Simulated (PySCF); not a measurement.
TeHBr, SMILES [TeH]Br. Atoms are numbered in the order given.

```xyz
3

Te     0.0329     1.0014     0.0000
H     -1.6273     1.1336     0.0000
Br    -0.0024    -1.5202     0.0000
```
Charge 0, spin multiplicity 1.

The structure is a stationary point at B3LYP-D3(BJ)/def2-TZVP. The def2 effective core potentials stand for the cores of Te; spin–orbit coupling is left out.

Level of theory: CAM-B3LYP/def2-TZVPD in PySCF.

Mulliken values depend strongly on the basis, most of all with diffuse functions as here. ESP charges are fitted to the potential on shells at 1.4 to 2.0 van der Waals radii. Atomic charges (e):

```csv
atom,ESP fit,Mulliken
Te1,?,0.16
H2,?,0.05
Br3,?,-0.21
```

### Question
Fill in the missing entries. (Estimate from the structure and the level; the computed values follow.)

### Answer

- Te1, ESP fit: 0.08
- H2, ESP fit: 0.06
- Br3, ESP fit: -0.14
